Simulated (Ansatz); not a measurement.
`NB(O)C1C=C1`: the same geometry under several functionals.

```yaml
crystal:
  periodic: [false, false, false]
  atoms:
    - {symbol: N, position_ang: [-1.759773, 0.591453, 0.736387]}
    - {symbol: B, position_ang: [-0.389100, 0.458514, 0.427853]}
    - {symbol: O, position_ang: [0.566938, 1.294956, 0.957048]}
    - {symbol: C, position_ang: [0.091235, -0.665430, -0.544020]}
    - {symbol: C, position_ang: [1.336839, -0.481528, -1.392111]}
    - {symbol: C, position_ang: [1.472322, -1.279572, -0.400828]}
    - {symbol: H, position_ang: [-2.447966, -0.025453, 0.343769]}
    - {symbol: H, position_ang: [-2.149180, 1.285731, 1.349602]}
    - {symbol: H, position_ang: [0.219518, 1.965475, 1.547290]}
    - {symbol: H, position_ang: [-0.685704, -1.315875, -0.961242]}
    - {symbol: H, position_ang: [1.743840, 0.043221, -2.238462]}
    - {symbol: H, position_ang: [2.077931, -1.926792, 0.208813]}
basis:
  gaussian: {orbitals: def2-TZVPP}
hamiltonian: {xc: {name: wB97M-V}}
output: {forces: true, orbitals: {seedname: orbitals}}
```

```sh
$ ansatz run in.yaml --threads 4 --pin off --events-out ev --progress --plain --max-ram 10444MiB
```

Shortened log:

```
Functional definition: wB97M-V
1369 factors; their error is unknown
346 factors; integrals over basis functions are off by at most 7.3e-6 eV
mean field evaluation 1: about -7413.1840 eV, gradient 7.0e1 eV
mean field evaluation 2: about -7415.6504 eV, gradient 6.2e1 eV
mean field evaluation 4: about -7422.4258 eV, gradient 2.8e0 eV
mean field evaluation 8: about -7422.4457 eV, gradient 3.9e-2 eV
mean field evaluation 16: about -7422.4408 eV, gradient 2.7e-4 eV
mean field -7422.44083868 eV, -272.7696697103 hartree, gradient 7.8e-5 eV, S^2 0.000000; 0 other end points of the search recorded, 0 dependent functions left out
reference -7422.44089017 eV, -272.7696716028 hartree; 22, 22 occupied and 248, 248 virtual orbitals, 1369 factors
Total energy: -7422.44089017 eV, -272.7696716028 hartree
Atom 0 at    -1.759773     0.591453     0.736387 Å, force    -0.155865     0.020611     0.039603 eV/Å
Atom 1 at    -0.389100     0.458514     0.427853 Å, force    -0.009286    -0.114463    -0.095978 eV/Å
Atom 2 at     0.566938     1.294956     0.957048 Å, force     0.101544     0.138139     0.098777 eV/Å
Atom 3 at     0.091235    -0.665430    -0.544020 Å, force    -0.322663    -0.037972     0.016602 eV/Å
Atom 4 at     1.336839    -0.481528    -1.392111 Å, force     0.173280     0.005738    -0.075678 eV/Å
Atom 5 at     1.472322    -1.279572    -0.400828 Å, force     0.181399    -0.049179    -0.008735 eV/Å
Atom 6 at    -2.447966    -0.025453     0.343769 Å, force     0.020101     0.020629     0.013368 eV/Å
Atom 7 at    -2.149180     1.285731     1.349602 Å, force     0.013342    -0.019380    -0.017253 eV/Å
Atom 8 at     0.219518     1.965475     1.547290 Å, force     0.021442    -0.027170    -0.025161 eV/Å
Atom 9 at    -0.685704    -1.315875    -0.961242 Å, force     0.063145     0.051423     0.033819 eV/Å
Atom 10 at     1.743840     0.043221    -2.238462 Å, force    -0.033463    -0.054087     0.084971 eV/Å
Atom 11 at     2.077931    -1.926792     0.208813 Å, force    -0.052977     0.065711    -0.064334 eV/Å
Dipole moment:    -0.340137     0.130918     0.156834 e Å
```

It took 9.5 s on 4 threads of an Arm Neoverse V2 on a shared host, with 0.97 GiB of host memory at the peak.

Changing it to `hamiltonian: {xc: {name: BHLYP}, dispersion: d4}` and no forces (abridged; 2.5 s):

```
Functional definition: BHLYP
mean field evaluation 16: about -7421.0155 eV, gradient 2.7e-4 eV
mean field -7421.01551652 eV, -272.7172900872 hartree, gradient 7.5e-5 eV, S^2 0.000000
Total energy: -7421.27729413 eV, -272.7269102368 hartree
```

Changing it to `hamiltonian: {xc: {name: LC-wPBE}}` and no forces (abridged; 2.2 s):

```
Functional definition: LC-wPBE
mean field evaluation 16: about -7420.3047 eV, gradient 6.8e-5 eV
mean field -7420.30470675 eV, -272.6911683097 hartree, gradient 2.1e-5 eV, S^2 0.000000
Total energy: -7420.30470675 eV, -272.6911683100 hartree
```

With the line `hamiltonian: {xc: {name: CAM-B3LYP}, dispersion: d4}` and no forces (abridged; 2.9 s):

```
Functional definition: CAM-B3LYP
mean field evaluation 16: about -7421.6902 eV, gradient 2.1e-4 eV
mean field -7421.69018708 eV, -272.7420837730 hartree, gradient 6.2e-5 eV, S^2 0.000000
Total energy: -7421.88589585 eV, -272.7492759376 hartree
```

With the line `hamiltonian: {xc: r2scan, dispersion: d4}` (abridged; 4.1 s):

```
Functional definition: r2SCAN
mean field evaluation 16: about -7420.9903 eV, gradient 1.4e-2 eV
mean field -7420.99032860 eV, -272.7163644482 hartree, gradient 4.7e-5 eV, S^2 0.000000
Total energy: -7421.05001663 eV, -272.7185579429 hartree
Atom 0 force    -0.075363     0.003557     0.013932 eV/Å
Atom 1 force    -0.014319    -0.114974    -0.095703 eV/Å
Atom 2 force     0.159249     0.065805     0.032258 eV/Å
Atom 3 force    -0.275501     0.071768     0.098288 eV/Å
Atom 4 force     0.136633     0.104478    -0.202483 eV/Å
Atom 5 force     0.179807    -0.154645     0.117714 eV/Å
Atom 6 force    -0.027759    -0.003188     0.001310 eV/Å
Atom 7 force    -0.022778     0.014617     0.015342 eV/Å
Atom 8 force    -0.026029     0.028162     0.026334 eV/Å
Atom 9 force    -0.022287    -0.021289    -0.012773 eV/Å
Atom 10 force    -0.005904     0.001197     0.005134 eV/Å
Atom 11 force    -0.005749     0.004512     0.000648 eV/Å
Dipole moment:    -0.335902     0.130347     0.155770 e Å
```

With the line `hamiltonian: {xc: {name: B2PLYP}}` and no forces (abridged; 4.8 s):

```
Functional definition: B2PLYP
mean field evaluation 16: about -7410.0807 eV, gradient 2.3e-4 eV
mean field -7410.08066133 eV, -272.3154415707 hartree, gradient 7.6e-6 eV, S^2 0.000000
6 core orbitals not correlated: weight in the atoms' cores, before any rotation towards them, 1.000 or more for the frozen orbitals, at most 0.000 for the correlated occupied ones
second order -33.75269080 eV of doubles, -0.00000000 eV of singles
Total energy: -7419.19406335 eV, -272.6503529178 hartree
```
